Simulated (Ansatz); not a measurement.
Reaction (ligand exchange at the Si–S bond): `O[SiH](O)S[SiH](O)Cl` + HBr → `O[SiH](Cl)Br` + `O[SiH](O)S`

Calculated with Ansatz (gas phase, PBE0-D4/def2-TZVP geometries, no zero-point term in ΔE). CCSD(T)/CBS is the MP2 limit (def2-TZVPP, def2-QZVPP) plus CCSD(T) − MP2 in def2-TZVPP, frozen cores. DFT in def2-TZVPP. HSE06 is defined as in plane-wave codes. For Br outer-core shells are correlated without core-valence functions, which leaves a few kJ/mol of doubt a bond. Scalar relativity is left out up to krypton. Each species was taken in one conformer, which may not be the lowest.

`O[SiH](O)S[SiH](O)Cl`:

```xyz
12

O    -2.650    0.984    1.078
Si   -1.098    0.522    0.947
O    -0.856   -0.741    1.950
S    -0.735   -0.056   -1.102
Si    1.371    0.071   -1.161
O     1.918   -0.611   -2.531
Cl    2.180   -0.888    0.492
H    -3.319    0.299    1.136
H    -0.259    1.694    1.263
H    -0.043   -1.237    1.825
H     1.896    1.445   -1.128
H     1.595   -1.482   -2.770
```

HBr:

Z-matrix (Å, degrees):
```
Br
H 1 1.420
```

`O[SiH](Cl)Br`:

```xyz
6

O    -0.164   -0.882    1.013
Si   -0.154    0.009   -0.342
Cl    1.656   -0.087   -1.282
Br   -0.567    2.134    0.102
H     0.425   -0.647    1.733
H    -1.197   -0.527   -1.224
```

`O[SiH](O)S`:

Cartesian coordinates in Å:
```
O 0.757 -1.203 0.387
Si -0.205 0.123 0.481
O -1.668 -0.339 -0.068
S 0.693 1.752 -0.571
H 1.703 -1.047 0.408
H -0.401 0.639 1.850
H -1.693 -1.000 -0.762
H 0.813 1.074 -1.726
```

| level | ΔE (kJ/mol) | difference from CCSD(T)/CBS |
| --- | --- | --- |
| revPBE-D4 | -14.1 | 8.7 |
| BLYP-D4 | -17.0 | 5.8 |
| PBE0-D4 | -19.0 | 3.8 |
| B2PLYP | -27.7 | -4.9 |
| revPBE | -29.9 | -7.1 |
| BLYP | -32.4 | -9.6 |
| PBE0 | -26.3 | -3.5 |
| r2SCAN0 | -25.0 | -2.2 |
| HSE06 | -26.4 | -3.6 |
| LC-ωPBE | -26.1 | -3.3 |
| HF/def2-SVP | -31.8 | -9.0 |
| CCSD(T)/def2-SVP | -18.1 | 4.7 |
| HF/def2-TZVPP | -39.5 | -16.7 |
| SCS-MP2/def2-QZVPP | -25.1 | -2.3 |
| HF/CBS(def2) | -39.3 | -16.5 |
| MP2/CBS(def2) | -22.6 | 0.2 |
| CCSD(T)/CBS | -22.8 | 0 |

Largest T1 diagnostic among the species: 0.012.

In def2-TZVPP, CCSD(T) changes the Hartree–Fock value by +18.3 kJ/mol (the triples alone add +3.7 kJ/mol) and MP2 by +18.4 kJ/mol. At CCSD(T), def2-SVP lies +4.7 kJ/mol from the extrapolated value and def2-TZVPP +1.6 kJ/mol.
